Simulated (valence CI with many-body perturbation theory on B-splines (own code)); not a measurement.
**Ru V in three bases**

Computed by relativistic CI+MBPT: four valence electrons over a frozen Dirac-Fock core [Kr], a basis of 7 s, 7 p, 8 d, 6 f, 4 g, 1 h functions for each j, with the one-electron correlation potential Σ1 (screened to all orders), the two-electron term Σ2, the three-electron term Σ3, Breit, model QED; selected single and double excitations, second order for the rest, scaled by the run's own slope (own B-spline code, finite nucleus).

No measured spectrum was set against this ion. As an estimate, terms of the open shell hold to 2 to 4 % of their energy, and close levels can change places; different configurations can be misplaced against each other by 1,000 to 8,000 cm⁻¹. Only levels of the ground parity were solved; by the run's estimate the other parity begins above the list, which can be wrong where configurations are misplaced.

The reference run has the lowest level 4d4 5D_0 and an ionisation energy of 60.0624 eV. Its largest variational space holds 20278 state functions.

Names give the largest LS component (configuration and term), which can be under half, so a name can repeat, a term be missing and a line seem to break the LS rules; names also repeat where a configuration has a term twice. Letters in brackets count levels of one name in rising energy.

Changed runs:
A. basis 6 s, 6 p, 5 d, 5 f, 1 g
B. basis 5 s, 5 p, 4 d, 4 f

Excitation energies of the reference run in cm⁻¹, and shifts in cm⁻¹:

```
                 Level  Reference        A        B
              4d4 5D_1        505     -6.5      -12
              4d4 5D_2       1344      -12      -21
              4d4 5D_3       2389      -14      -22
              4d4 5D_4       3566      -12      -13
          4d4 3P_0 [a]      16905     +326     +871
              4d4 3H_4      17016     +268    +1070
              4d4 3H_5      18193     +256    +1068
              4d4 3H_6      19144     +259    +1082
          4d4 3P_1 [a]      19393     +311     +889
          4d4 3F_3 [a]      19921     +282    +1032
          4d4 3F_2 [a]      20403     +295     +983
          4d4 3F_4 [a]      20739     +279    +1012
Ionisation energy (eV)    60.0624  -0.0494  -0.0896
```
